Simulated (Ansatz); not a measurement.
Start from `FC[SiH2][AlH][Cl]` and change one atom or group to get `FC[SiH2]Br`.

Ansatz, PBE0-D4/def2-TZVP geometries, multiplicity 1. Each molecule was computed in one conformer, which needn't be the lowest. `FC[SiH2][AlH][Cl]` holds a close contact that its SMILES doesn't draw: Al···F 2.02 Å.

Scalar relativity is left out up to krypton. Spin–orbit coupling is left out; it splits and shifts lone-pair levels of the heavy atoms by tenths of an eV.

```csv
property,`FC[SiH2][AlH][Cl]`
HOMO energy (PBE/def2-TZVPP) / eV,-6.23
HOMO energy (B3LYP/def2-TZVPP) / eV,-7.13
size of the dipole moment (PBE/def2-TZVPP) / D,3.32
size of the dipole moment (ωB97M-V/def2-TZVPP) / D,3.45
HOMO–LUMO gap (PBE0/def2-TZVPP) / eV,6.41
HOMO–LUMO gap (PBE/def2-TZVPP) / eV,4.41
```

**Question.** Give the same properties after the change, and the shifts. (Best estimate.)

**Answer.** Computed: 
| property | `FC[SiH2]Br` | shift |
| --- | --- | --- |
| HOMO energy (PBE/def2-TZVPP) / eV | -7.12 | -0.89 |
| HOMO energy (B3LYP/def2-TZVPP) / eV | -8.24 | -1.11 |
| size of the dipole moment (PBE/def2-TZVPP) / D | 0.34 | -2.98 |
| size of the dipole moment (ωB97M-V/def2-TZVPP) / D | 0.31 | -3.14 |
| HOMO–LUMO gap (PBE0/def2-TZVPP) / eV | 8.05 | 1.64 |
| HOMO–LUMO gap (PBE/def2-TZVPP) / eV | 5.77 | 1.36 |

With PBE0 the HOMO falls by 1.15 eV and the LUMO rises by 0.49 eV, so the gap widens by about 1.64 eV. PBE moves the HOMO by -0.89 eV and ωB97M-V by -1.38 eV. Dipoles are sizes alone; their direction can turn.

B3LYP here is the variant with VWN-RPA as its local correlation; programs differ in this.
